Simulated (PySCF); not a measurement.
Si(NHSiH3)(Me)(Cl)2 (CH₇Cl₂NSi₂), SMILES C[Si](Cl)(Cl)N[SiH3]. Geometry optimised at PBE-D3(BJ)/def2-SVP. One conformer was computed; it need not be the lowest.

Computed equilibrium geometry at PBE-D3(BJ)/def2-SVP (PySCF confirms it by a frequency run) as Cartesian coordinates in Å (one conformer of several):
```xyz
13

C      1.8188    -0.7884    -0.7531
Si     0.4309     0.0335     0.1787
Cl     0.2749     2.0035    -0.5047
Cl     0.8631     0.1140     2.2140
N     -1.0788    -0.8077     0.0462
Si    -1.9256    -1.2926    -1.4192
H      1.9716    -1.8188    -0.3758
H      2.7564    -0.2131    -0.6253
H      1.5842    -0.8344    -1.8355
H     -1.6351    -0.7906     0.9086
H     -0.9121    -1.2759    -2.5274
H     -2.4837    -2.6812    -1.2628
H     -3.0620    -0.3717    -1.7774
```
Charge 0, spin multiplicity 1.
